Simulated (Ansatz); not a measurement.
`CB(C)[SiH2]F` → `CB(C)F` + `[SiH2]` at 500 K and 1 bar (silylene formation by 1,1-elimination).

Isolated molecules relaxed with PBE0-D4/def2-TZVP in Ansatz; ΔE leaves out vibrations. CCSD(T)/CBS adds triple-zeta CCSD(T) − MP2 to the extrapolated MP2 energy (def2 sets, frozen cores). This one scheme is used for every species. One conformer a species, not always the lowest.

```csv
species,CCSD(T)/CBS energy (Eh),H − E (kJ/mol),S (J/(mol·K))
`CB(C)[SiH2]F`,-494.64628,306.9,446.8
`CB(C)F`,-204.38401,247.6,365.4
`[SiH2]`,-290.19011,48.0,226.5
```

H − E and S are ideal-gas, rigid-rotor, harmonic terms from PBE0-D4/def2-TZVP, for one conformer and one mirror image of each species. 1 Eh = 2625.50 kJ/mol, R = 8.31446 J/(mol·K).

Task: By hand: ΔE, ΔH, ΔS and ΔG.

Result: ΔE = (-204.38401) + (-290.19011) − (-494.64628) = 0.07216 Eh = 189.5 kJ/mol. Δ(H − E) = 247.6 + 48.0 − 306.9 = -11.3, so ΔH = 178.2 kJ/mol. ΔS = 365.4 + 226.5 − 446.8 = 145.1 J/(mol·K). ΔG = 178.2 − 500 × (145.1)/1000 = 105.6 kJ/mol.

Task: By hand: the equilibrium constant, and the temperature at which ΔG would vanish if ΔH and ΔS stayed fixed.

Result: log₁₀ K = −ΔG/(RT ln 10) = -11.0. ΔG = 0 at ΔH/ΔS = 1228 K.

The number of gas molecules changes by +1, which sets the sign of ΔS. A doubt of 5 kJ/mol in ΔE shifts log₁₀ K by 0.5 here. Other conformers and mirror images would add mixing entropy, several J/(mol·K) or more a flexible species. Modes under 60 cm⁻¹, often nearly free rotors, make the harmonic entropy too high. These are equilibria of isolated gas molecules and say nothing of rates. Largest T1 diagnostic: 0.014 (customary marks: 0.02 for closed shells, 0.045 for open ones).
